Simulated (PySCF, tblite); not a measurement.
Isomers of C4H10OSi3, one GFN2-xTB conformer each. Single-point energies are computed at PBE0/pcSseg-1 (PySCF, gas phase, no added dispersion term), electronic only.

Task: Rank them by PBE0/pcSseg-1 energy, lowest first (kcal/mol).
A. `[CH:1]#[C:2][SiH2:3][C:4]([SiH3:5])([SiH3:6])[CH:7]=[O:8]` with C2–Si3–C4–Si5 63°, Si3–C4–C7–O8 0°
B. `[SiH3:1][SiH:2]([SiH3:3])[c:4]1[cH:5][cH:6][cH:7][o:8]1` with Si1–Si2–C4–C5 -116°
C. `[CH3:1][Si@@H:2]1[CH:3]=[C:4]([CH:5]=[O:6])[Si@@H:7]1[SiH3:8]` with C3–C4–C5–O6 -157°

Result: B (0.0), C (3.5), A (31.4).

As drawn, the lowest has an aromatic ring and an Si–Si bond, which the highest lacks; the highest has a C=O bond and a C≡C bond, which the lowest lacks. GFN2-xTB itself gives, in the same order: 0.0, 42.8, 37.3. Both levels put the same isomer lowest; measured from each level's own lowest isomer, the values differ by up to 39.3 kcal/mol (C[Si@@H]1C=C(C=O)[Si@@H]1[SiH3]: 42.8 against 3.5).

Task: Which frontier levels, dipoles and rotational constants go with these structures?

Result: 
```
                         SMILES  HOMO (eV, PBE0/pcSseg-1)  LUMO (eV)  dipole (D)       A, B, C (MHz)
     [SiH3][SiH]([SiH3])c1ccco1                     -6.64      -0.41        1.11  1509, 791.5, 617.5
C[Si@@H]1C=C(C=O)[Si@@H]1[SiH3]                     -7.37      -2.10        3.16  1394, 926.6, 641.7
  C#C[SiH2]C([SiH3])([SiH3])C=O                     -7.82      -1.28        2.66  1320, 936.2, 853.8
```

Task: What happens when harmonic zero-point energies from GFN2-xTB frequencies are added?

Result: 
```json
{"SMILES": "[SiH3][SiH]([SiH3])c1ccco1", "ZPE (kcal/mol)": "71.8", "electronic (kcal/mol)": "0.0", "with ZPE (kcal/mol)": "0.0"}
{"SMILES": "C[Si@@H]1C=C(C=O)[Si@@H]1[SiH3]", "ZPE (kcal/mol)": "73.0", "electronic (kcal/mol)": "3.5", "with ZPE (kcal/mol)": "4.7"}
{"SMILES": "C#C[SiH2]C([SiH3])([SiH3])C=O", "ZPE (kcal/mol)": "68.1", "electronic (kcal/mol)": "31.4", "with ZPE (kcal/mol)": "27.7"}
```

The zero-point energies span 4.9 kcal/mol. The order is unchanged.
